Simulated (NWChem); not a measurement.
System: CH4BFO2; SMILES OB(O)CF

```xyz
9

O      1.3758    -0.5814     0.0000
B      0.0254    -0.5986     0.0000
O     -0.6038    -1.8019     0.0000
C     -0.7506     0.7951     0.0000
F      0.1719     1.8332     0.0000
H      1.6849     0.3336     0.0000
H     -1.5621    -1.7429     0.0000
H     -1.4010     0.9056    -0.8873
H     -1.4010     0.9056     0.8873
```
Atoms are numbered in this order, from 1.

Geometry: optimised at PBE0/def2-SVP. B3LYP is NWChem's, with the RPA form of VWN correlation.

Task: Give the principal values of the shielding tensors (ppm) of O1, B2, O3, C4, F5 from B3LYP/6-31G* (spherical d), GIAO (NWChem), with their diamagnetic and paramagnetic parts as GIAO splits them.

Result: 
| atom | σ11 | σ22 | σ33 | isotropic | diamagnetic | paramagnetic |
|---|---|---|---|---|---|---|
| O1 | 78.0 | 248.4 | 323.0 | 216.5 | 390.0 | -173.6 |
| B2 | 71.4 | 78.3 | 105.3 | 85.0 | 198.1 | -113.1 |
| O3 | 125.6 | 259.9 | 304.0 | 229.8 | 389.6 | -159.7 |
| C4 | 83.7 | 94.5 | 185.0 | 121.1 | 247.7 | -126.6 |
| F5 | 439.6 | 475.7 | 480.3 | 465.2 | 470.8 | -5.6 |
